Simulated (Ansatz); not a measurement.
A made-up structure of CH3FTe, singlet:

| atom | x (Å) | y (Å) | z (Å) |
| --- | --- | --- | --- |
| F1 | -2.8525 | 0.8236 | 1.2822 |
| C2 | -0.0247 | -0.5018 | -0.3286 |
| Te3 | -0.9040 | 0.9689 | 0.9614 |
| H4 | 0.9384 | -0.7941 | 0.0886 |
| H5 | -0.7101 | -1.3508 | -0.3405 |
| H6 | 0.5437 | 1.7301 | 1.2282 |

It is relaxed with PBE-D4/def2-SVP and then PBE0-D4/def2-TZVP (Ansatz 0.2.0). Atoms count as bonded within 1.22 times the sum of their covalent radii (H–H: 0.88 Å). The end point is not checked to be a true minimum.

Problem. Does its bonding change? (Judge from chemistry; the calculation decides.)

Solution. Computed: No: no bond forms or breaks.

Where it ends: The first stage lowers the energy by 2.25 eV in 18 steps. It ends as CH₃FTe ([CH2][TeH][F]):
F1  (-2.206, 0.887, 1.855)
C2  (-0.044, -0.549, -0.167)
Te3  (-1.031, 1.056, 0.267)
H4  (0.652, -0.991, 0.533)
H5  (-0.462, -1.174, -0.946)
H6  (0.084, 1.648, 1.350)
(Å)

Labels in which every atom is bracketed show which atoms are joined, not bond orders.

For scale, one of the runs: PBE0-D4/def2-TZVP relaxation, 130 basis functions, launched by `ansatz run in.yaml --threads 2 --pin off --events-out ev --progress --plain --max-ram 4352MiB`. Hardware: 2 CPU threads of an Arm Neoverse V2, shared host. Wall time about 24 s.
